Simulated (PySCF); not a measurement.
**Polarisability and C₆ of Sc⁺ (scandium, charge +1)**

[Ar] 3d1 4s1, high-spin 3D determinant. Calculation: PySCF 2.14, in aug-cc-pVTZ-DK (8s7p5d3f2g, 93 functions); scalar relativity by spin-free X2C-1e. Coupled (time-dependent) response in atomic units; α is the mean over directions.

| method | mean α (bohr³) | α xx, yy, zz | C₆ (like pair) | S(−4) |
| --- | --- | --- | --- | --- |
| BLYP | 53.14 | 53.43, 53.43, 52.57 | 347.3 | 2417 |
| r2SCANh | 61.65 | 59.61, 59.61, 65.72 | 436.7 | 3140 |

S(−4) is the Cauchy moment in α(ω) = α(0) + S(−4) ω² + …

α(iu) at BLYP:

```json
{"u (hartree)": "0", "α(iu) (bohr³)": "53.14"}
{"u (hartree)": "0.0500", "α(iu) (bohr³)": "47.77"}
{"u (hartree)": "0.100", "α(iu) (bohr³)": "36.98"}
{"u (hartree)": "0.200", "α(iu) (bohr³)": "20.58"}
{"u (hartree)": "0.300", "α(iu) (bohr³)": "12.86"}
{"u (hartree)": "0.500", "α(iu) (bohr³)": "6.941"}
{"u (hartree)": "0.750", "α(iu) (bohr³)": "4.349"}
{"u (hartree)": "1.00", "α(iu) (bohr³)": "3.132"}
{"u (hartree)": "1.50", "α(iu) (bohr³)": "1.916"}
{"u (hartree)": "2.00", "α(iu) (bohr³)": "1.297"}
{"u (hartree)": "3.00", "α(iu) (bohr³)": "0.6983"}
{"u (hartree)": "5.00", "α(iu) (bohr³)": "0.2916"}
```

A single London oscillator, α(iu) = α/(1 + u²/ω²), gives C₆ = (3/4) ω α². Matching the computed C₆ needs ω = 4 × 347.3 / (3 × 53.14²) = 0.164 hartree.

For an ion, C₆ is the dispersion term alone; charge-induced terms of lower order in 1/R come first.

The components differ because the open shell of this determinant is not spherical; for a pure term their mean is the scalar polarisability.
